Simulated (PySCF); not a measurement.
Compound: C3H11FOSi2.
SMILES: `C[SiH2]O[Si@H](C)CF`

Theory: TDDFT CAM-B3LYP/def2-SVPD, vertical, gas phase, core orbitals frozen in the response in PySCF 2.14.0, density-fitted response routines. One conformer (not necessarily the lowest) at the GFN2-xTB geometry, without solvent, vibrations or thermal averaging. Torsions of this conformer, `[CH3:1][SiH2:2][O:3][Si@H:4]([CH3:5])[CH2:6][F:7]`: O3–Si4–C6–F7 178°.

List the vertical singlet excitations with oscillator strengths and describe the spectrum.

```json
{"state": "S1", "E (eV)": "7.19", "E (kJ/mol)": "694", "λ (nm)": "172.4", "f": "0.0072", "|μ| (D)": "0.51", "main configurations (H = HOMO, L = LUMO)": "H→L+1 (41%), H→L (25%), H→L+2 (19%)"}
{"state": "S2", "E (eV)": "7.58", "E (kJ/mol)": "731", "λ (nm)": "163.6", "f": "0.0080", "|μ| (D)": "0.53", "main configurations (H = HOMO, L = LUMO)": "H-1→L (50%), H-1→L+1 (34%)"}
{"state": "S3", "E (eV)": "7.69", "E (kJ/mol)": "742", "λ (nm)": "161.2", "f": "0.031", "|μ| (D)": "1.03", "main configurations (H = HOMO, L = LUMO)": "H→L (47%), H→L+2 (18%), H→L+3 (9%)"}
{"state": "S4", "E (eV)": "8.05", "E (kJ/mol)": "777", "λ (nm)": "154.0", "f": "0.040", "|μ| (D)": "1.14", "main configurations (H = HOMO, L = LUMO)": "H→L+1 (32%), H→L+2 (20%), H-2→L+1 (20%)"}
{"state": "S5", "E (eV)": "8.18", "E (kJ/mol)": "789", "λ (nm)": "151.5", "f": "0.037", "|μ| (D)": "1.10", "main configurations (H = HOMO, L = LUMO)": "H-1→L+1 (37%), H-1→L (28%)"}
{"state": "S6", "E (eV)": "8.29", "E (kJ/mol)": "799", "λ (nm)": "149.6", "f": "0.019", "|μ| (D)": "0.78", "main configurations (H = HOMO, L = LUMO)": "H-1→L+2 (51%), H-3→L+1 (13%)"}
{"state": "S7", "E (eV)": "8.34", "E (kJ/mol)": "805", "λ (nm)": "148.6", "f": "0.0073", "|μ| (D)": "0.48", "main configurations (H = HOMO, L = LUMO)": "H→L+2 (16%), H-2→L (15%), H-2→L+1 (13%)"}
{"state": "S8", "E (eV)": "8.41", "E (kJ/mol)": "812", "λ (nm)": "147.4", "f": "0.052", "|μ| (D)": "1.28", "main configurations (H = HOMO, L = LUMO)": "H-2→L (30%), H→L+3 (15%), H→L+6 (9%)"}
```

Triplets (Tamm–Dancoff): T1 6.76 eV, H→L+1 (37%), H→L+2 (22%), H→L (16%); T2 7.28 eV, H-1→L (42%), H-1→L+1 (37%); T3 7.44 eV, H→L (43%), H-2→L+1 (12%), H→L+2 (11%).

The lowest singlet lies at 7.19 eV (172 nm, vacuum ultraviolet) and is weak; its leading configuration is HOMO→LUMO+1 (41%). The strongest level in the table is S8 at 8.41 eV (147 nm, f = 0.052). It is the last of those listed, so stronger ones may follow. Löwdin shares by element: HOMO carbon 22% or more, oxygen 18%, fluorine 15%, silicon 14% or more (atoms not listed hold the other 32%); LUMO silicon 40%, carbon 11% or more, oxygen 5% (atoms not listed hold the other 44%). The listed states span 1.22 eV, and the widest gap between neighbours is 0.39 eV (S1 to S2). Of the 8 states listed, 5 reach f = 0.01 and none stays under 0.0005. Weighted by f, the mean energy of these states is 8.10 eV. Singlets were solved by full linear response, triplets in the Tamm–Dancoff approximation.

The run took 63 s of wall time on Arm Neoverse V2, one thread, shared host with 96 logical CPUs at a one-minute load of 209, and the process peaked at 1.1 GiB of memory.
